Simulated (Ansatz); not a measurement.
Start from `FC(I)O[SiH3]` and change one atom or group to get `FC(I)CI`.

Ansatz, PBE0-D4/def2-TZVP geometries, multiplicity 1. Each molecule was computed in one conformer, which needn't be the lowest.

Elements past krypton have def2 core potentials.

```
                                                                                  property  `FC(I)O[SiH3]`
                                            zero-point energy (PBE0-D4/def2-TZVP) / kJ/mol           131.3
                                                       HOMO energy (B3LYP/def2-TZVPP) / eV           -7.31
ideal-gas entropy at 298 K and 1 bar (rigid rotor, harmonic PBE0-D4/def2-TZVP) / J/(mol·K)             365
                                        size of the dipole moment (ωB97M-V/def2-TZVPP) / D            1.39
                                                         HOMO energy (PBE/def2-TZVPP) / eV           -6.36
                                                     HOMO energy (ωB97M-V/def2-TZVPP) / eV           -9.75
```

What does the change do to each property? (Best estimate.)

The calculation gave: 
| property | `FC(I)CI` | shift |
| --- | --- | --- |
| zero-point energy (PBE0-D4/def2-TZVP) / kJ/mol | 126.4 | -4.9 |
| HOMO energy (B3LYP/def2-TZVPP) / eV | -7.39 | -0.08 |
| ideal-gas entropy at 298 K and 1 bar (rigid rotor, harmonic PBE0-D4/def2-TZVP) / J/(mol·K) | 363 | -2 |
| size of the dipole moment (ωB97M-V/def2-TZVPP) / D | 1.30 | -0.09 |
| HOMO energy (PBE/def2-TZVPP) / eV | -6.48 | -0.12 |
| HOMO energy (ωB97M-V/def2-TZVPP) / eV | -9.81 | -0.06 |

With PBE0 the HOMO falls by 0.09 eV and the LUMO falls by 0.55 eV, so the gap narrows by about 0.46 eV. PBE moves the HOMO by -0.12 eV and ωB97M-V by -0.06 eV. The zero-point energy changes by -4.9 kJ/mol with -3 modes. Dipoles are sizes alone; their direction can turn. Modes under 60 cm⁻¹, often nearly free rotors, make the harmonic entropy too high.

B3LYP here is the variant with VWN-RPA as its local correlation; programs differ in this.

Spin–orbit coupling is left out; it splits and shifts lone-pair levels of the heavy atoms by tenths of an eV.
